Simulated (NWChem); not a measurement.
C$_{3}$H$_{5}$BFN; SMILES FB1C=CCN1

```xyz
11

F      0.0357    -2.1588     0.0000
B      0.0553    -0.8172     0.0000
C      1.2781     0.1521     0.0000
C      0.7661     1.3968     0.0000
C     -0.7443     1.4029     0.0000
N     -1.1016    -0.0070     0.0000
H      2.3436    -0.0568     0.0000
H      1.3184     2.3338     0.0000
H     -1.1380     1.9291    -0.8840
H     -1.1380     1.9291     0.8840
H     -2.0723    -0.2816     0.0000
```
Atoms are numbered in this order, from 1.

Program: NWChem. Pople sets run with spherical d functions. All runs use the structure optimised with B3LYP/6-31G* (spherical d).

Question: What does the run give for Hartree-Fock/6-31G*? Quantities: highest occupied level (eV); orbital gap (eV); dipole (D).

Answer: highest occupied level (eV): -9.85
orbital gap (eV): 13.67
dipole (D): 2.57
